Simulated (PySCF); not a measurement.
**Radial density of Ce¹⁶⁺ (cerium, charge +16)**

MN15, [Kr] 4d6, high-spin 5D determinant. All numbers are calculated (PySCF 2.14, scalar relativity by spin-free X2C-1e, in an uncontracted even-tempered set (20 s from 0.77 bohr⁻², ratio 2.5; 15 p from 1 bohr⁻², ratio 2.5; 10 d from 1 bohr⁻², ratio 2.5; 4 f from 5.4 bohr⁻², ratio 2.7; 4 g from 8.1 bohr⁻², ratio 2.7)).

```tsv
r (bohr)	4πr²ρ (e/bohr)	4πr²(ρα − ρβ)
0.0261	69.59	-0.0035
0.0439	74.31	0.0546
0.0738	99.36	0.5808
0.124	75.48	2.1559
0.209	84.87	1.7567
0.351	40.61	0.7040
0.591	30.50	7.4651
0.994	7.089	2.4181
1.67	0.03636	0.0201
```

Densities and radii are taken from the X2C orbitals without a picture-change correction, which distorts them close to the nucleus.

Spin-orbit coupling, absent here, splits the open shell strongly.

(1) Where is the radial spin density 4πr²(ρα − ρβ) most negative, and why is it negative at all?

Results:

(1) Around r = 0.0261 bohr, down to -0.0035 e/bohr: exchange with the open shell polarises the paired shells in an unrestricted calculation.
